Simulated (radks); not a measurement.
Q: Excited configurations of the lanthanum ion La+: one electron is placed in a higher orbital outside [Xe] 5d1. The ground configuration is [Xe] 5d2. Calculated with a radial shooting solver on a logarithmic mesh with Libxc functionals: scalar-relativistic Kohn-Sham, SCAN, spin-unpolarised, spherical densities, finite nucleus; meta-GGA in the generalised Kohn-Sham scheme; Fermi nuclear charge, rms radius 4.855 fm. Excitation = E - E(ground); binding = E(ion) - E, where the ion is the core of charge +2; n* = 2/sqrt(2 binding) in atomic units, and the quantum defect is n - n*.

outer orbital  excitation (eV)  binding (eV)     n*  quantum defect  eigenvalue (eV)  <r> (bohr)
5f                       7.061         3.414  3.993           1.007           -2.376       8.761
6s                      -0.040        10.515  2.275           3.725           -8.309       4.127
6f                       8.211         2.263  4.904           1.096           -1.701       15.21
7s                       5.415         5.060  3.280           3.720           -3.999       8.347
7p                       6.448         4.027  3.676           3.324           -3.186       9.975
7d                       7.709         2.765  4.436           2.564           -2.133       13.70
7f                       8.864         1.611  5.813           1.187           -1.243       23.13

Estimate the row for 4f.

A: excitation (eV) 1.251; binding (eV) 9.223; n* 2.429; quantum defect 1.571; eigenvalue (eV) -3.073; <r> (bohr) 1.553. The Delta-SCF ionisation energy is 10.475 eV (NIST Atomic Spectra Database: 11.185 eV, measured). Self-interaction in the functional shifts the binding energies and quantum defects, so they are the method's values and not measured ones. Spin polarisation and multiplet splitting are left out, so open shells lie too high by an amount that depends on their filling. Spin-orbit splitting is averaged out at the scalar-relativistic level. A negative excitation energy means that this level of theory puts the configuration below the NIST ground configuration.

Beside tabulated values, note that spin-unpolarised runs miss the spin-polarisation part of the exchange energy of open shells.
